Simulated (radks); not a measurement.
The numbers below are computed, except where a source is named.
Task: Al3+, 10 electrons, occupied as [Ne]. Level of theory: Dirac Kohn-Sham, BLYP, spin-unpolarised, spherical densities, finite nucleus; Fermi nuclear charge, rms radius 3.061 fm (a radial shooting solver on a logarithmic mesh with Libxc functionals). Some entries of the table are withheld. Estimate them.

orbital  occ.  eigenvalue (hartree)  <1/r> (bohr^-1)  r(max) (bohr)
1s1/2       2             -56.88502            12.63        0.07834
2s1/2       2              -5.23623            2.350            (1)
2p1/2       2              -3.83927            2.233            (2)
2p3/2       4              -3.82276            2.222            (3)

Result: 
(1) 2s1/2 r(max) (bohr): 0.4956
(2) 2p1/2 r(max) (bohr): 0.4252
(3) 2p3/2 r(max) (bohr): 0.4268
